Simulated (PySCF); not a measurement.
Br2Zn.

```xyz
3

Zn     0.0000     0.0000     0.0000
Br     0.0000     0.0000     2.2428
Br     0.0000     0.0000    -2.2428
```

Coordinates come from a B3LYP-D3(BJ)/def2-SVP optimisation. The isomer is the one that the SMILES or the coordinates give; other isomers of the formula were not compared.

Calculation: HF/pcSseg-1 run with PySCF. Non-relativistic, no solvent.

Computed absolute GIAO shielding of each atom: isotropic value and principal components (ppm):
```csv
atom,σ(iso),σ11,σ22,σ33,span
Zn1,1818.3,1460.4,1460.4,2534.1,1073.6
Br2,3065.9,3032.5,3032.5,3132.6,100.1
Br3,3065.9,3032.5,3032.5,3132.6,100.1
```
